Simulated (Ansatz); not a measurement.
## Energy profile

The step: GaNH₂Cl₂ ([NH2][Ga]([Cl])[Cl]) + H₂ → GaHCl₂ ([Cl][GaH][Cl]) + NH₃ (still joined by a long Ga–N bond); bonds formed: Ga1–H6, N2–H5; bonds broken: H5–H6; bonds weakened to dative contacts: Ga1–N2 (atoms numbered as in the saddle structure below).

```tsv
atom	x (Å)	y (Å)	z (Å)
Ga1	-0.6888	0.1878	-0.4710
N2	1.0699	0.0296	0.3235
Cl3	-0.9946	-0.8764	-2.2963
Cl4	-1.7553	1.9867	-0.0425
H5	0.0361	-0.7407	0.9531
H6	-0.9210	-0.9824	0.9371
H7	1.7962	-0.4393	-0.2036
H8	1.4575	0.8349	0.7995
```

Electronic energies by CCSD(T) at an estimated basis limit (MP2 extrapolated from triple and quadruple zeta, plus CCSD(T) − MP2 in triple zeta), on PBE0-D4/def2-TZVP structures; GaNH4Cl2, singlet; no counterpoise correction. Computed with Ansatz 0.2.0 (basis: def2-TZVPP and def2-QZVPP); correlated methods freeze the cores. Filled d shells of the heavier atoms are correlated. The def2 sets are not built for correlating such inner shells, so the correlated values are less sure here. Extrapolation: Hartree–Fock as exp(−7.88 √X), correlation as X^−2.97.

(1) Give the profile in kcal/mol, counted from the separated reactants. (To be estimated.)

No T1 diagnostic of these runs exceeds 0.012.

Results:

(1) By the calculation:
| point | kcal/mol |
| --- | --- |
| separated: GaNH2Cl2 (linked as [NH2][Ga]([Cl])[Cl]; Ga1, N2, Cl3, Cl4, H7, H8; singlet) + H2 (H5, H6; singlet) | 0.00 |
| start structure | -0.99 |
| saddle | 24.26 |
| end structure | -24.63 |
| separated: GaHCl2 (linked as [Cl][GaH][Cl]; Ga1, Cl3, Cl4, H6; singlet) + NH3 (N2, H5, H7, H8; singlet) | 5.50 |

For scale, one of the runs: CCSD(T)/def2-TZVPP, 219 basis functions, launched by `ansatz run in.yaml --threads 4 --pin off --events-out ev --progress --plain --max-ram 9574MiB`. Time: 34 s of wall clock on 4 CPU threads of an AMD EPYC 9R45; the host was shared. Peak host memory: 3.2 GiB.
